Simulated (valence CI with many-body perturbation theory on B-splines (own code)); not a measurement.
# Energy levels of W32+

Level of theory: relativistic CI+MBPT: six valence electrons over a frozen Dirac-Fock core [Kr], radial functions for each j: 7 s, 7 p, 8 d, 6 f, 4 g, 1 h, with the one-electron correlation potential Σ1, the two-electron term Σ2, the three-electron term Σ3, Breit, model QED; selected CI, second order for the rest, scaled by the run's own slope (own B-spline code, finite nucleus).

No measured spectrum was set against this ion. As an estimate, large intervals hold to a few tenths of a per cent, small ones and those within an open d or f shell to about a per cent. Core correlation moves these levels by up to 7200 cm⁻¹, and in measured spectra 5 to 20 % of such shifts remained as error; rates that hang on mixing are uncertain with them. Among the levels kept, up to 760 cm⁻¹ of a level comes from second order outside the variational space, and about a tenth of that is noise between levels of different J, which matters for small intervals. Only levels of the ground parity were solved; by the run's estimate the other parity begins above the list, which can be wrong where configurations are misplaced.

Levels 1 to 34 of 34, with energies above the lowest level, (4d3/2^4 4d5/2^2) J=4. "Leading %" is the weight of the configuration and term that name the level; weights of strongly mixed levels are sums over their largest components and can fall short. In the jj column 3d3/2^4 stands for four electrons in 3d with j = 3/2. Lifetimes count E1, E2, E3, M1 and M2 decay at the calculated energies, and are blank where another channel may lead or the interval is too uncertain; long ones can be off by a factor of two.

```tsv
No.	Configuration	Term	J	E (cm⁻¹)	Leading %	Second component	g	Lifetime	Leading jj
1	4d⁶	³F	4	0	38	37 % 4d⁶ ⁵D	1.278		4d3/2^4 4d5/2^2 (94 %)
2	4d⁶	³P	2	21237	40	20 % 4d⁶ ³D	1.297	331 s	4d3/2^4 4d5/2^2 (94 %)
3	4d⁶	³P	0	69001	48	28 % 4d⁶ ¹S		1.70 s	4d3/2^4 4d5/2^2 (84 %)
4	4d⁶	⁵D	3	114610	68	20 % 4d⁶ ³F	1.379	24.3 μs	4d3/2^3 4d5/2^3 (94 %)
5	4d⁶	⁵D	4	123510	41	23 % 4d⁶ ³H	1.166	24.3 μs	4d3/2^3 4d5/2^3 (93 %)
6	4d⁶	⁵D	1	128650	53	29 % 4d⁶ ³P	1.323	22.7 μs	4d3/2^3 4d5/2^3 (95 %)
7	4d⁶	³G	5	147950	59	40 % 4d⁶ ³H	1.129	106 μs	4d3/2^3 4d5/2^3 (99 %)
8	4d⁶	³H	6	150000	68	31 % 4d⁶ ¹I	1.111	948 ms	4d3/2^3 4d5/2^3 (98 %)
9	4d⁶	³F	2	165120	49	24 % 4d⁶ ¹D	0.961	33.2 μs	4d3/2^3 4d5/2^3 (94 %)
10	4d⁶	³G	3	169480	29	28 % 4d⁶ ³D	1.051	42.2 μs	4d3/2^3 4d5/2^3 (96 %)
11	4d⁶	³P	0	196180	75	18 % 4d⁶ ¹S		266 μs	4d3/2^3 4d5/2^3 (81 %)
12	4d⁶	³P	1	205240	56	36 % 4d⁶ ³D	1.137	45.4 μs	4d3/2^3 4d5/2^3 (94 %)
13	4d⁶	³D	2	205340	36	21 % 4d⁶ ³F	1.132	88.7 μs	4d3/2^3 4d5/2^3 (82 %)
14	4d⁶	¹G	4	208200	38	32 % 4d⁶ ³G	1.044	406 μs	4d3/2^3 4d5/2^3 (92 %)
15	4d⁶	³F	3	215910	54	37 % 4d⁶ ¹F	1.070	60.8 μs	4d3/2^3 4d5/2^3 (98 %)
16	4d⁶	⁵D	2	251960	54	33 % 4d⁶ ³P	1.442	9.80 μs	4d3/2^2 4d5/2^4 (92 %)
17	4d⁶	⁵D	0	262100	58	41 % 4d⁶ ¹S		8.63 μs	4d3/2^2 4d5/2^4 (92 %)
18	4d⁶	³H	4	272460	41	39 % 4d⁶ ³F	1.097	11.2 μs	4d3/2^2 4d5/2^4 (97 %)
19	4d⁶	³D	3	281170	27	25 % 4d⁶ ⁵D	1.201	12.5 μs	4d3/2^2 4d5/2^4 (90 %)
20	4d⁶	³H	5	285130	59	40 % 4d⁶ ³G	1.097	21.1 μs	4d3/2^2 4d5/2^4 (99 %)
21	4d⁶	¹I	6	297920	68	31 % 4d⁶ ³H	1.048	31.9 μs	4d3/2^2 4d5/2^4 (98 %)
22	4d⁶	³G	3	301110	43	41 % 4d⁶ ³F	0.962	18.6 μs	4d3/2^2 4d5/2^4 (97 %)
23	4d⁶	³P	1	309840	48	46 % 4d⁶ ³D	1.030	15.1 μs	4d3/2^2 4d5/2^4 (92 %)
24	4d⁶	¹G	4	319030	53	25 % 4d⁶ ³G	1.052	21.7 μs	4d3/2^2 4d5/2^4 (93 %)
25	4d⁶	³F	2	320070	33	31 % 4d⁶ ³P	1.051	18.7 μs	4d3/2^2 4d5/2^4 (93 %)
26	4d⁶	³F	2	353340	69	17 % 4d⁶ ³P	0.863	11.9 μs	4d3/2^2 4d5/2^4 (96 %)
27	4d⁶	³F	4	364970	62	30 % 4d⁶ ¹G	1.160	17.6 μs	4d3/2^2 4d5/2^4 (95 %)
28	4d⁶	³P	1	408110	65	34 % 4d⁶ ⁵D	1.497	4.95 μs	4d3/2 4d5/2^5 (96 %)
29	4d⁶	¹D	2	417570	81	8 % 4d⁶ ³P	1.022	17.9 μs	4d3/2^2 4d5/2^4 (94 %)
30	4d⁶	¹G	4	448590	44	21 % 4d⁶ ³F	1.028	7.14 μs	4d3/2 4d5/2^5 (93 %)
31	4d⁶	¹S	0	462010	75	21 % 4d⁶ ³P		11.5 μs	4d3/2^2 4d5/2^4 (84 %)
32	4d⁶	³P	2	462660	36	26 % 4d⁶ ¹D	1.203	7.65 μs	4d3/2 4d5/2^5 (94 %)
33	4d⁶	³F	3	467850	40	26 % 4d⁶ ¹F	1.065	8.46 μs	4d3/2 4d5/2^5 (95 %)
34	4d⁶	³P	0	589710	54	36 % 4d⁶ ¹S		3.68 μs	4d5/2^6 (88 %)
```

The ionisation energy to 4d⁵ ⁴P5/2 of the next ion comes out as 1332.5 eV (NIST: 1335.1 ± 1.4 eV (semi-empirical)). All 34 levels together are meant to be complete up to 612210 cm⁻¹.
